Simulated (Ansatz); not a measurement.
Input:

```yaml
crystal:
  periodic: [false, false, false]
  atoms:
    - { symbol: Al, position_ang: [0.089595, 0.398425, -0.048816] }
    - { symbol: Cl, position_ang: [-0.01544, -0.255151, 2.394583] }
    - { symbol: "N", position_ang: [1.626615, 0.02909, -0.831078] }
    - { symbol: H, position_ang: [1.710043, -0.635805, -1.57156] }
    - { symbol: H, position_ang: [2.531686, 0.276487, -0.491477] }
    - { symbol: F, position_ang: [-1.30774, -0.155846, -0.692074] }
    - { symbol: O, position_ang: [-0.030944, 1.914977, 0.875866] }
    - { symbol: H, position_ang: [0.511123, 2.682635, 0.75084] }
    - { symbol: H, position_ang: [-0.020635, 1.126489, 2.006717] }
basis:
  gaussian: { orbitals: "6-31G*" }
hamiltonian:
  xc: hf
phonons: {}
```

Run as:

```bash
$ ansatz run input.yaml --threads 1 --pin off --max-ram 2048MiB --backend cpu --events-out ev --progress --plain --runs-dir out
```

Hardware: 1 thread of Arm Neoverse V1, with other jobs on the host.

Q: Roughly how long does this run take, and how much memory?

A: 90 s, with a peak of 0.15 GiB, for 0 ionic steps.
